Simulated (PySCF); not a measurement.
Molfile (atoms numbered from 1):
```
C5H10N2
     RDKit          3D

 17 17  0  0  0  0  0  0  0  0999 V2000
    2.7882    0.0280    0.0776 C   0  0  0  0  0  0  0  0  0  0  0  0
    1.6886   -0.7238    0.2503 C   0  0  0  0  0  0  0  0  0  0  0  0
    0.4088   -0.2740    0.4501 N   0  0  0  0  0  0  0  0  0  0  0  0
   -0.7668   -1.0639    0.1028 C   0  0  0  0  0  0  0  0  0  0  0  0
   -1.9268   -0.0761    0.3181 C   0  0  0  0  0  0  0  0  0  0  0  0
   -1.2126    1.1901    0.8301 C   0  0  0  0  0  0  0  0  0  0  0  0
    0.1462    1.0921    0.3315 N   0  0  0  0  0  0  0  0  0  0  0  0
    3.7603   -0.4554   -0.0229 H   0  0  0  0  0  0  0  0  0  0  0  0
    2.7378    1.1179    0.0863 H   0  0  0  0  0  0  0  0  0  0  0  0
    1.7541   -1.8172    0.2538 H   0  0  0  0  0  0  0  0  0  0  0  0
   -0.7377   -1.4201   -0.9466 H   0  0  0  0  0  0  0  0  0  0  0  0
   -0.8279   -1.9515    0.7523 H   0  0  0  0  0  0  0  0  0  0  0  0
   -2.4410    0.1242   -0.6339 H   0  0  0  0  0  0  0  0  0  0  0  0
   -2.6801   -0.4502    1.0260 H   0  0  0  0  0  0  0  0  0  0  0  0
   -1.1807    1.1975    1.9312 H   0  0  0  0  0  0  0  0  0  0  0  0
   -1.6791    2.1270    0.4945 H   0  0  0  0  0  0  0  0  0  0  0  0
    0.1633    1.3495   -0.6660 H   0  0  0  0  0  0  0  0  0  0  0  0
  1  2  2  0
  2  3  1  0
  3  4  1  0
  4  5  1  0
  5  6  1  0
  6  7  1  0
  7  3  1  0
  1  8  1  0
  1  9  1  0
  2 10  1  0
  4 11  1  0
  4 12  1  0
  5 13  1  0
  5 14  1  0
  6 15  1  0
  6 16  1  0
  7 17  1  0
M  END
```

Geometry: PBE0-D3(BJ)/def2-SVP; GIAO absolute shieldings from PySCF, gas phase, non-relativistic, averaged over equivalent atoms.

At KT2/pcSseg-1 (169 basis functions, 33 s wall time on 1 thread of an Arm Neoverse V1, shared host):
```json
{"atoms": "C2", "σ (ppm)": "52.9"}
{"atoms": "C1", "σ (ppm)": "103.9"}
{"atoms": "C6", "σ (ppm)": "132.9"}
{"atoms": "C4", "σ (ppm)": "133.7"}
{"atoms": "C5", "σ (ppm)": "153.2"}
{"atoms": "N3", "σ (ppm)": "118.8"}
{"atoms": "N7", "σ (ppm)": "149.9"}
{"atoms": "H10", "σ (ppm)": "25.26"}
{"atoms": "H9", "σ (ppm)": "27.06"}
{"atoms": "H8", "σ (ppm)": "27.37"}
{"atoms": "H15/H16", "σ (ppm)": "28.22"}
{"atoms": "H11/H12", "σ (ppm)": "28.32"}
{"atoms": "H13/H14", "σ (ppm)": "29.46"}
{"atoms": "H17", "σ (ppm)": "29.57"}
```

Question: Predict the values at PBE0/pcSseg-1 on the same geometry.

Answer: 
| atoms | σ at PBE0/pcSseg-1 | change |
| --- | --- | --- |
| C2 | 43.6 | -9.3 |
| C1 | 97.4 | -6.5 |
| C6 | 135.3 | +2.4 |
| C4 | 135.2 | +1.5 |
| C5 | 154.7 | +1.5 |
| N3 | 127.3 | +8.5 |
| N7 | 155.0 | +5.1 |
| H10 | 25.24 | -0.02 |
| H9 | 26.97 | -0.09 |
| H8 | 27.31 | -0.06 |
| H15/H16 | 28.39 | +0.17 |
| H11/H12 | 28.45 | +0.13 |
| H13/H14 | 29.55 | +0.09 |
| H17 | 29.66 | +0.09 |

The largest change is at C2 (alkene carbon bearing nitrogen). Cost: 169 basis functions, 23 s wall time on 1 thread of an Arm Neoverse V1, shared host. The order of the carbon signals changes between the two levels.
